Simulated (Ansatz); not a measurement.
Reaction: SiH2F2 (difluorosilane, SMILES F[SiH2]F) → SiH2F (SMILES F[SiH2], doublet) + F (doublet) (the F-Si bond breaks)
Each species at its own B3LYP-D3(BJ)/def2-TZVP minimum (Ansatz, a program for electronic structure).

Wanted: bond dissociation energy (electronic), in kJ/mol. Open shells are spin-unrestricted; no spin-orbit coupling. CBS(X,Y): correlation extrapolated as X^-3, Hartree-Fock from the larger set (Q,5: extrapolated as (X+1)exp(-9√X)). A bracket is a step between two methods taken in the basis named. The functionals are non-relativistic, so their misses hold any scalar relativity. Double hybrids freeze cores in their MP2 part. '+ core + X2C': CCSD(T) terms for core correlation (cc-pwCVTZ, 1s frozen past Ne) and scalar relativity (cc-pVTZ-DK).

CCSD(T)/CBS(cc-pV(Q+d)Z,cc-pV(5+d)Z) + [CCSDT(Q) - CCSD(T)]/cc-pV(T+d)Z + core + X2C (Ansatz) gives 685.1 kJ/mol.

Question: How far off this value is PBE/def2-TZVPD (Ansatz), in which direction, and which of these levels come nearer: r2SCAN/def2-TZVPD, wB97M-V/def2-TZVPD, B2PLYP/def2-TZVPD, CCSD(T)/CBS(cc-pV(Q+d)Z,cc-pV(5+d)Z) + core + X2C?

Answer: PBE gives 660.4 kJ/mol, 24.7 kJ/mol below it. Differences of the others: r2SCAN/def2-TZVPD (Ansatz) -28.4; wB97M-V/def2-TZVPD (Ansatz) -10.8; B2PLYP/def2-TZVPD (Ansatz) -19.7; CCSD(T)/CBS(cc-pV(Q+d)Z,cc-pV(5+d)Z) + core + X2C (Ansatz) 0.6 kJ/mol. Nearer than PBE: wB97M-V/def2-TZVPD, B2PLYP/def2-TZVPD, CCSD(T)/CBS(cc-pV(Q+d)Z,cc-pV(5+d)Z) + core + X2C.
